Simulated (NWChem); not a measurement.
Molecule: C4H7N; SMILES C1N(C=C1)C

```xyz
12

C      0.0401     1.7437     0.1882
N      0.0279     0.4406    -0.4624
C      0.9859    -0.5450    -0.0832
C      0.1099    -1.5203     0.2206
C     -1.0280    -0.5567    -0.0652
H     -0.8056     2.3396    -0.1719
H      0.9619     2.2700    -0.0845
H     -0.0119     1.6890     1.2904
H      2.0654    -0.4240    -0.1261
H      0.1689    -2.5852     0.3989
H     -1.6090    -0.2297     0.8057
H     -1.7070    -0.8032    -0.8900
```
Atoms are numbered in this order, from 1.

All runs: NWChem. Pople sets run with spherical d functions. The geometry was optimised at B3LYP/6-31G* (spherical d). Isolated, static molecule.

GIAO at B3LYP/6-31G*: principal shieldings of C5 are 109.1, 113.3, 162.9 ppm; an isolated tetramethylsilane molecule has σ = 190.2 ppm at the same levels.

**Question.** Find the isotropic 13C shift, its principal values, the span and the skew.

**Answer.** 
1. σ(iso) = one third of the sum = 128.4 ppm.
2. δ = σ(reference) − σ = 61.8 ppm against tetramethylsilane.
3. δ11, δ22, δ33 = 81.1, 76.9, 27.3 ppm.
4. Span Ω = δ11 − δ33 = 53.8 ppm; skew κ = 3(δ22 − δ(iso))/Ω = 0.84.
